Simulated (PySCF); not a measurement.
Structure with atom numbers: `[SiH3:1][O:2][C@:3]1([SiH3:4])[CH2:5][SiH2:6]1`. Hydrogens are named by the atom that carries them. Ha(C5), Ha(Si6) are pro-R; Hb(C5), Hb(Si6) are pro-S.

[PySCF: GFN2-xTB structure; σ from GIAO-PBE0/pcSseg-1; rapidly exchanging positions averaged; non-relativistic; single conformer; in vacuum]

Shifts are taken against calculated references (same method and geometry level): 13C, 1H, 29Si against TMS; 17O against H2O.

```csv
atoms,nucleus,count,δ (ppm)
Hb(C5),1H,1,1.30
C5,13C,1,8.1
Ha(Si6),1H,1,?
Ha(C5),1H,1,0.99
O2,17O,1,5.8
H(Si4),1H,3,4.08
C3,13C,1,52.5
Si6,29Si,1,-150.1
Si4,29Si,1,?
Si1,29Si,1,?
Hb(Si6),1H,1,3.04
H(Si1),1H,3,?
```

**Question.** Estimate the values marked ?.

**Answer.** 
- H(Si1): 4.78 ppm, hydrogen on a silicon bonded to O
- Ha(Si6): 2.47 ppm, hydrogen on a silicon bonded to 2 C, in a 3-membered ring
- Si1: -51.4 ppm, silicon bonded to O, 3 H
- Si4: -62.8 ppm, silicon bonded to C, 3 H

Shifts are as computed. Against solution values, carbons near 30 ppm lie about +3 ppm off and those near 130 ppm about +5 ppm. Of 1211 compounds with measured shifts, 218 miss one by over three times the rms of a fit or turn the order of signals round; such compounds aren't used in these exercises. Experimental scales use liquid or dissolved standards, which lie at an offset from isolated H2O (liquid H2O: subtract about 36 ppm).
